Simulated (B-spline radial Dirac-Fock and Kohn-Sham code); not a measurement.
ΔSCF core binding energies without Breit or QED terms, calculated with a radial finite-basis atomic code.

A sound run for the Kr⁴⁺ ion in the configuration 1s2 2s2 2p6 3s2 3p6 3d10 4s2 4p2: The ground state converged in 9 iterations, with total energy -2784.36445 Ha, virial ratio 1.97338 and highest orbital energy -62.51 eV. ΔSCF binding energies: K (1s) 14421.6 eV, L3 (2p3/2) 1742.7 eV, M5 (3d5/2) 151.9 eV.

A second run, with one unsound setting: The ground state converged in 11 iterations, with total energy -4285.46157 Ha, virial ratio 1.23049 and highest orbital energy -58.40 eV. ΔSCF binding energies: K (1s) 21016.0 eV, L3 (2p3/2) 1567.6 eV, M5 (3d5/2) 102.6 eV.

```
iter   energy (Ha)        error
   1    -4242.07448206  8.91e+00
   2    -4272.35984187  1.26e+00
   3    -4285.29078603  3.98e-01
   4    -4285.43499144  1.73e-01
   5    -4285.46076898  2.49e-02
   6    -4285.46149739  2.98e-03
   7    -4285.46155896  1.07e-03
   8    -4285.46156731  3.27e-05
   9    -4285.46156732  4.82e-06
  11    -4285.46156732  3.93e-08
```

Q: Which fault fits the second run best?
A. tolerance below the noise
B. speed of light below Z
C. too few iterations
D. mesh too coarse

A: B. The input had c_factor = 0.2037: c_factor makes c so small that Zα exceeds 1, so any numbers that come out have no meaning.
